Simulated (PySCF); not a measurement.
Species: C2H10N2Si.
Numbering: `[CH3:1][Si:2]([CH3:3])([NH2:4])[NH2:5]` (hydrogens: H6, H7, H8 on C1; H9, H10, H11 on C3; H12, H13 on N4; H14, H15 on N5)

The same species was optimised twice, with GFN2-xTB and with PBE0-D3(BJ)/def2-SVP (PySCF), and the same property calculations (PySCF, gas phase) were run on both structures.

| coordinate | GFN2-xTB | PBE0-D3(BJ)/def2-SVP | change |
| --- | --- | --- | --- |
| Si2–C3 (Å) | 1.907 | 1.881 | -0.026 |
| C1–Si2 (Å) | 1.907 | 1.882 | -0.025 |
| C3–H10 (Å) | 1.085 | 1.103 | +0.018 |
| C1–H6 (Å) | 1.085 | 1.103 | +0.018 |
| C1–H8 (Å) | 1.086 | 1.102 | +0.016 |
| C3–H11 (Å) | 1.086 | 1.101 | +0.015 |
| C1–H7 (Å) | 1.086 | 1.102 | +0.016 |
| C3–H9 (Å) | 1.086 | 1.101 | +0.015 |
| N4–H13 (Å) | 1.007 | 1.014 | +0.007 |
| N5–H14 (Å) | 1.007 | 1.014 | +0.007 |
| N4–H12 (Å) | 1.006 | 1.013 | +0.007 |
| N5–H15 (Å) | 1.007 | 1.013 | +0.006 |
| Si2–N4 (Å) | 1.732 | 1.734 | +0.002 |
| Si2–N5 (Å) | 1.732 | 1.734 | +0.002 |
| N4–Si2–N5 (°) | 102.6 | 105.4 | +2.8 |
| Si2–N5–H14 (°) | 117.4 | 119.7 | +2.3 |
| Si2–N4–H12 (°) | 118.2 | 120.2 | +2.0 |
| Si2–N4–H13 (°) | 117.4 | 119.2 | +1.8 |
| Si2–N5–H15 (°) | 118.3 | 119.9 | +1.6 |
| H12–N4–H13 (°) | 109.7 | 111.1 | +1.4 |
| H14–N5–H15 (°) | 109.7 | 111.0 | +1.3 |
| C1–Si2–N4 (°) | 117.1 | 116.1 | -1.0 |

Rotational constants: A = 3451, B = 3372, C = 3002 MHz (GFN2-xTB) against A = 3479, B = 3358, C = 3068 MHz (PBE0-D3(BJ)/def2-SVP). Point groups within 0.08 Å: C2 and C2. Atoms that the bonding makes alike are paired by their places after alignment.

On the GFN2-xTB structure: HOMO (eV) -6.97 [PBE0/pcSseg-1]; LUMO (eV) 1.15 [PBE0/pcSseg-1]; dipole (D) 0.18 [PBE0/pcSseg-1]; GIAO shielding of C1/C3 (mean) (ppm) 184.2 [PBE0/pcSseg-1]; GIAO shielding of Si2 (ppm) 353.8 [PBE0/pcSseg-1]; GIAO shielding of N4/N5 (mean) (ppm) 244.3 [PBE0/pcSseg-1].

**Question.** What do these properties become on the PBE0-D3(BJ)/def2-SVP structure?

**Answer.** 
```json
{"property": "HOMO (eV)", "level": "PBE0/pcSseg-1", "on GFN2-xTB": "-6.97", "on PBE0-D3(BJ)/def2-SVP": "-6.86", "change": "+0.11"}
{"property": "LUMO (eV)", "level": "PBE0/pcSseg-1", "on GFN2-xTB": "1.15", "on PBE0-D3(BJ)/def2-SVP": "1.12", "change": "-0.03"}
{"property": "dipole (D)", "level": "PBE0/pcSseg-1", "on GFN2-xTB": "0.18", "on PBE0-D3(BJ)/def2-SVP": "0.11", "change": "-0.07"}
{"property": "energy, GFN2-xTB geometry as zero (kcal/mol)", "level": "PBE0/pcSseg-1", "on GFN2-xTB": "0.0", "on PBE0-D3(BJ)/def2-SVP": "-1.2", "change": "-1.2"}
{"property": "GIAO shielding of C1/C3 (mean) (ppm)", "level": "PBE0/pcSseg-1", "on GFN2-xTB": "184.2", "on PBE0-D3(BJ)/def2-SVP": "182.4", "change": "-1.8"}
{"property": "GIAO shielding of Si2 (ppm)", "level": "PBE0/pcSseg-1", "on GFN2-xTB": "353.8", "on PBE0-D3(BJ)/def2-SVP": "358.5", "change": "+4.7"}
{"property": "GIAO shielding of N4/N5 (mean) (ppm)", "level": "PBE0/pcSseg-1", "on GFN2-xTB": "244.3", "on PBE0-D3(BJ)/def2-SVP": "241.5", "change": "-2.8"}
```

The heavy atoms differ by 0.031 Å rms after alignment. Among all bonds C1–Si2 and Si2–C3 change most and about equally (-0.026 to -0.025 Å). Changes are differences of the printed values. Neither structure is proved a minimum here.

Conformer computed: `[CH3:1][Si:2]([CH3:3])([NH2:4])[NH2:5]`: H–N4–Si2–C1 -82°, H–N4–Si2–C1 61°, H–N5–Si2–C1 179°, H–N5–Si2–C1 36°.
